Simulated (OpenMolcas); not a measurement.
# Multiconfigurational calculation on As III

Input:

```
&GATEWAY
Coord
1

As 0.0 0.0 0.0
Basis=ANO-R3
Group=XYZ
NoMove
AngMom=0.0 0.0 0.0
AMFI
&SEWARD
* reference wave functions (RASSCF and RASSI steps not shown): 3 electrons in 9 orbitals (RAS2 4s 4p; RAS3 4d, at most 2 electrons)
>>> COPY JOB001 $Project.JobIph
&CASPT2
Multistate=1 1
Frozen=3 6
IPEA=0.15
Imaginary=0.15
MaxIter=60
WThr=0.0 0.3 0.05
PrWF=0.5
NoMix
>>> COPY JOB002 $Project.JobIph
&CASPT2
Multistate=11 1 2 3 4 5 6 7 8 9 10 11
Frozen=3 6
IPEA=0.15
Imaginary=0.15
MaxIter=60
WThr=0.0 0.3 0.05
PrWF=0.5
NoMix
>>> COPY JOB003 $Project.JobIph
&CASPT2
Multistate=3 1 2 3
Frozen=3 6
IPEA=0.15
Imaginary=0.15
MaxIter=60
WThr=0.0 0.3 0.05
PrWF=0.5
NoMix
...
```

Launched by
```bash
OMP_NUM_THREADS=1 MOLCAS_MEM=2252 MOLCAS_PROJECT=a pymolcas a.inp > a.log  # once for each step of the input, in one work folder
```

Output, cut to the results:

```
--- CASPT2 ---
Orbital specifications:
      -----------------------

      Symmetry species                           1   2
                                                ag  au
      Frozen orbitals                            3   6
      Inactive orbitals                          5   0
      Active orbitals                            6   3
      Secondary orbitals                        36  30
      Deleted orbitals                           0   0
      Number of basis functions                 50  39
Type of calculation                        SS-CASPT2
      Fock operator                              state-specific
      IPEA shift                                 0.15
      Real shift                                 0.00
      Imaginary shift                            0.15
      The input orbitals will be transformed to quasi-canonical
Reference energy:       -2257.3482442661
      E2 (Non-variational):      -0.4813398702
      Shift correction:          -0.0001019717
      E2 (Variational):          -0.4814418419
      Total energy:           -2257.8296861079
      Residual norm:              0.0000002195
      Reference weight:           0.96590
      Contributions to the CASPT2 correlation energy
      Active & Virtual Only:         -0.0038551187
      One Inactive Excited:          -0.0677794218
      Two Inactive Excited:          -0.4097053297
::    CASPT2 Root  1     Total energy:  -2257.82968611
--- CASPT2 ---
Orbital specifications:
      -----------------------

      Symmetry species                           1   2
                                                ag  au
      Frozen orbitals                            3   6
      Inactive orbitals                          5   0
      Active orbitals                            6   3
      Secondary orbitals                        36  30
      Deleted orbitals                           0   0
      Number of basis functions                 50  39
Type of calculation                        MS-CASPT2
      Fock operator                              state-specific
      IPEA shift                                 0.15
      Real shift                                 0.00
      Imaginary shift                            0.15
      The input orbitals will be transformed to quasi-canonical
Reference energy:       -2258.1180104358
      E2 (Non-variational):      -0.4955209409
      Shift correction:          -0.0001273688
      E2 (Variational):          -0.4956483097
      Total energy:           -2258.6136587455
      Residual norm:              0.0000000695
      Reference weight:           0.96347
      Contributions to the CASPT2 correlation energy
      Active & Virtual Only:         -0.0135411832
      One Inactive Excited:          -0.0710667676
      Two Inactive Excited:          -0.4109129901
Reference energy:       -2258.1180104358
      E2 (Non-variational):      -0.4955195191
      Shift correction:          -0.0001273489
      E2 (Variational):          -0.4956468680
      Total energy:           -2258.6136573038
      Residual norm:              0.0000000695
      Reference weight:           0.96347
      Contributions to the CASPT2 correlation energy
      Active & Virtual Only:         -0.0135397945
      One Inactive Excited:          -0.0710667345
      Two Inactive Excited:          -0.4109129901
::    CASPT2 Root  1     Total energy:  -2258.61365875
::    CASPT2 Root  2     Total energy:  -2258.61365730
::    CASPT2 Root  3     Total energy:  -2258.61364046
::    CASPT2 Root  4     Total energy:  -2257.85720256
::    CASPT2 Root  5     Total energy:  -2257.85720128
::    CASPT2 Root  6     Total energy:  -2257.85720423
::    CASPT2 Root  7     Total energy:  -2257.85723362
::    CASPT2 Root  8     Total energy:  -2257.85720109
::    CASPT2 Root  9     Total energy:  -2257.76735840
::    CASPT2 Root 10     Total energy:  -2257.76735777
::    CASPT2 Root 11     Total energy:  -2257.76735880
::    MS-CASPT2 Root  1     Total energy:  -2258.61412416
::    MS-CASPT2 Root  2     Total energy:  -2258.61412277
::    MS-CASPT2 Root  3     Total energy:  -2258.61410576
::    MS-CASPT2 Root  4     Total energy:  -2257.85731572
::    MS-CASPT2 Root  5     Total energy:  -2257.85721571
::    MS-CASPT2 Root  6     Total energy:  -2257.85720251
::    MS-CASPT2 Root  7     Total energy:  -2257.85718292
::    MS-CASPT2 Root  8     Total energy:  -2257.85712591
::    MS-CASPT2 Root  9     Total energy:  -2257.76689338
::    MS-CASPT2 Root 10     Total energy:  -2257.76689304
::    MS-CASPT2 Root 11     Total energy:  -2257.76689236
--- CASPT2 ---
Orbital specifications:
      -----------------------

      Symmetry species                           1   2
                                                ag  au
      Frozen orbitals                            3   6
      Inactive orbitals                          5   0
      Active orbitals                            6   3
      Secondary orbitals                        36  30
      Deleted orbitals                           0   0
      Number of basis functions                 50  39
Type of calculation                        MS-CASPT2
      Fock operator                              state-specific
      IPEA shift                                 0.15
      Real shift                                 0.00
      Imaginary shift                            0.15
      The input orbitals will be transformed to quasi-canonical
Reference energy:       -2257.8462045639
      E2 (Non-variational):      -0.4736993378
      Shift correction:          -0.0000881656
      E2 (Variational):          -0.4737875034
      Total energy:           -2258.3199920674
      Residual norm:              0.0000002283
      Reference weight:           0.96781
      Contributions to the CASPT2 correlation energy
      Active & Virtual Only:         -0.0037498489
      One Inactive Excited:          -0.0590464791
      Two Inactive Excited:          -0.4109030098
Reference energy:       -2257.8462045639
...
```

Levels above the lowest, from the spin-orbit matrix with the multistate effective Hamiltonian, averaged by term, added to it:

```csv
Configuration,Term,J,E (eV),Measured (eV),Term weight %
4s² 4p,²P°,1/2,0.0000,0.0000,100
4s² 4p,²P°,3/2,0.324,0.3645,100
4s 4p²,⁴P,1/2,8.020,,100
4s 4p²,⁴P,3/2,8.142,,100
4s 4p²,⁴P,5/2,8.324,,100
4s 4p²,²D,3/2,10.574,10.5770,100
4s 4p²,²D,5/2,10.598,10.6168,100
4s 4p²,²S,1/2,13.336,13.3662,95
4s 4p²,²P,1/2,14.087,14.1265,95
4s 4p²,²P,3/2,14.264,14.3109,100
```

Against the 6 measured excited levels shown (Moore, Atomic Energy Levels, vol. II, NSRDS-NBS 35 (1971 reprint of NBS Circular 467, 1952)) the mean absolute deviation is 240 cm-1; the largest miss in energy is 4s 4p² ²P_3/2: computed 14.264, measured 14.3109 eV (-0.3 %), and the largest in proportion 4s² 4p ²P°_3/2 (-11.0 %).

CASPT2 breaks the degeneracy within a term, and the mean is taken; among the terms shown or strongly mixed into the levels shown the widest spread is 35 cm-1 (4s 4p² ²D). Active for correlation alone: 4d; no level in the range computed is led by a configuration that fills it, so any true level of that kind is missing. Some terms mix strongly with configurations of 4d, whose occupation reaches 0.17 (4s 4p² ²D). Measured partners are found by configuration, term and J. A level has none where our copy of the source lacks it or the pairing is in doubt (some pairs that miss far off the trend of their configuration count as doubtful), and it then counts in no deviation. Only configurations of the active space appear. The first state left out of the spin-orbit step lies near 150000 cm-1 above the lowest spin-free state of the reference (among the parities and spins computed), and the list stops at four fifths of that energy or lower.

The CASPT2 steps took 40 s on 1 thread of Arm Neoverse N1, on a shared host; the integral step is not counted.

The term weight is that of the spin-free term in the level, not the purity of its configuration. ° marks odd parity.
